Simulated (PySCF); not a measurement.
Ta(NMe)(F)2(OH) (CH4F2NOTa), SMILES [F][Ta](=[N]C)([F])[OH], multiplicity 1. Heavy atoms are numbered as in [Ta:1](=[N:2][CH3:3])([F:7])([F:8])[OH:9]. Hydrogens are named by the atom that carries them.

Coordinates come from a PBE-D3(BJ)/def2-SVP optimisation. The multiplicity is an assumed one; other spin states were not compared. The def2 effective core potentials stand for the cores of Ta; spin–orbit coupling is left out. The values are those of a single conformer.

Calculation: r2SCAN/def2-TZVP run with PySCF.

ESP charges are fitted to the potential on shells at 1.4 to 2.0 van der Waals radii. Atomic charges (e), one atom of each kind:

```
atom         ESP fit  Löwdin
--------  ----------  ------
Ta1       (withheld)    0.86
N2        (withheld)   -0.22
C3 (CH3)       -0.25   -0.37
H on C3         0.14    0.12
F7             -0.41   -0.25
O9 (OH)   (withheld)   -0.30
H on O9         0.42    0.18
```

Task: What belongs in the gaps? (The exact figures need the calculation; the answer reports its results.)

Result: 
- Ta1, ESP fit: 1.63
- N2, ESP fit: -0.65
- O9 (OH), ESP fit: -0.75
